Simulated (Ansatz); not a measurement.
Reaction (ligand exchange at the Sn–O bond): `[NH2][SnH]([F])[O][SiH3]` + HCl → `[NH2][SnH]([F])[Cl]` + silanol

Program: Ansatz. Geometries: PBE0-D4/def2-TZVP. ΔE: electronic, gas phase. CCSD(T)/CBS adds triple-zeta CCSD(T) − MP2 to the extrapolated MP2 energy (def2 sets, frozen cores). This one scheme is used for every species. DFT in def2-TZVPP. B3LYP here is the variant with VWN-RPA as its local correlation; programs differ in this. Elements past krypton have def2 core potentials. For Sn outer-core shells are correlated without core-valence functions, which leaves a few kJ/mol of doubt a bond. Each species was taken in one conformer, which may not be the lowest.

(1) Is it downhill or uphill in electronic energy at CCSD(T)/CBS, and by how much? (An estimate is asked.)

(2) What do these levels give: B3LYP-D4, ωB97X-V, B2PLYP, r2SCAN, SCS-MP2/def2-TZVPP, HF/def2-QZVPP? (Estimate.)

Largest T1 diagnostic among the species: 0.014.

## Answers

(1) The calculation gave: Downhill: ΔE = -10.3 kcal/mol.

(2) Ansatz gave: B3LYP-D4 -11.6, ωB97X-V -11.4, B2PLYP -11.6, r2SCAN -12.5, SCS-MP2/def2-TZVPP -9.9, HF/def2-QZVPP -12.3 kcal/mol.

The D4 term adds +1.3 kcal/mol with B3LYP and +0.8 kcal/mol with PBE0; it sums over pairs of atoms, weighted by their polarisabilities, and B3LYP, whose exchange is more repulsive, gets the larger term. In def2-TZVPP, CCSD(T) changes the Hartree–Fock value by +2.9 kcal/mol (the triples alone add +0.3 kcal/mol) and MP2 by +2.2 kcal/mol.
